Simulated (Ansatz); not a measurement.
F6P− (`F[P-](F)(F)(F)(F)F`). Total charge -1; spin multiplicity 1.

Cartesian coordinates in Å:
```
F -1.3073 0.7718 0.5611
P 0.0000 0.0000 0.0000
F -0.9055 -0.7033 -1.1424
F -0.3010 -1.2367 0.9998
F 0.9055 0.7033 1.1424
F 0.3010 1.2367 -0.9998
F 1.3073 -0.7718 -0.5611
```

(1) List the harmonic frequencies (cm⁻¹, unscaled) at PBE0-D4/def2-TZVPD in Ansatz. (An estimate is asked.)

(2) Is this a minimum?

(3) Give the ideal-gas thermochemistry at 298.15 K and 1 bar (rigid rotor, harmonic oscillator; point group Oh, symmetry number 24).

(4) And at 400, 500, 600, 800 and 1000 K?

Answers

(1) Computed: 300, 300, 300, 460, 460, 460, 550, 550, 550, 565, 565, 734, 861, 861, 861.

(2) Yes, all 15 modes are real.

(3) Zero-point energy 50.1 kJ/mol; H(298) − E = 68.5 kJ/mol; entropy 300.7 J/(mol·K), of which translation 170.9, rotation 88.1, vibration 41.7; G(298) − E = -21.1 kJ/mol.

(4) 
```csv
T (K),H − E (kJ/mol),S (J/mol/K),G − E (kJ/mol)
400,80.2,334.2,-53.5
500,93.0,362.8,-88.4
600,106.7,387.7,-125.9
800,135.5,429.1,-207.8
1000,165.3,462.3,-297.0
```
